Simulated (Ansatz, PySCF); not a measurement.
CH₉AlSi₂. Atoms are numbered in the order given.

```xyz
13

Al    -0.3451    -0.3276    -0.0280
C     -1.8109    -1.6273    -0.0704
H     -2.3339    -1.6542    -1.0405
H     -2.5650    -1.3388     0.6865
H     -1.4865    -2.6500     0.1824
Si    -0.3883     1.7021    -1.3926
H      0.7863     1.7337    -2.3228
H     -0.2887     2.9234    -0.5303
H     -1.6234     1.8399    -2.2268
Si     1.5861    -0.6192     1.4447
H      1.6880     0.5202     2.4127
H      2.8582    -0.6270     0.6526
H      1.5478    -1.8847     2.2433
```

Coordinates come from a ωB97X-D3(BJ)/def2-SVP optimisation. The structure was generated by enumeration; whether it is a known compound was not checked.

Vertical ionisation energy (IE) and electron affinity (EA) in eV. Rows of orbital energies are one-electron estimates. Where ΔSCF, EOM or ADC give a negative EA the extra electron is unbound and the value depends on the basis.

| level | IE | EA |
|---|---|---|
| −ε(HOMO), −ε(LUMO), PBE0/def2-TZVP (PySCF) | 7.06 | 2.05 |
| −ε(HOMO), −ε(LUMO), PBE/def2-TZVP (PySCF) | 6.05 | 2.79 |
| ΔSCF, PBE0/def2-SVPD (Ansatz), final states of multiplicity 2 and 2 | 8.82 | 0.61 |
| ΔSCF, PBE/def2-SVPD (Ansatz), final states of multiplicity 2 and 2 | 8.63 | 0.63 |

### Question
What vertical singlet–triplet gap does ΔSCF give with PBE0/def2-SVPD (Ansatz, a quantum-chemistry and plane-wave program) and with PBE/def2-SVPD (Ansatz)? (An estimate is asked for; the answer gives what the named calculation found.)

### Answer
3.23 and 3.04 eV (triplet above singlet where positive).
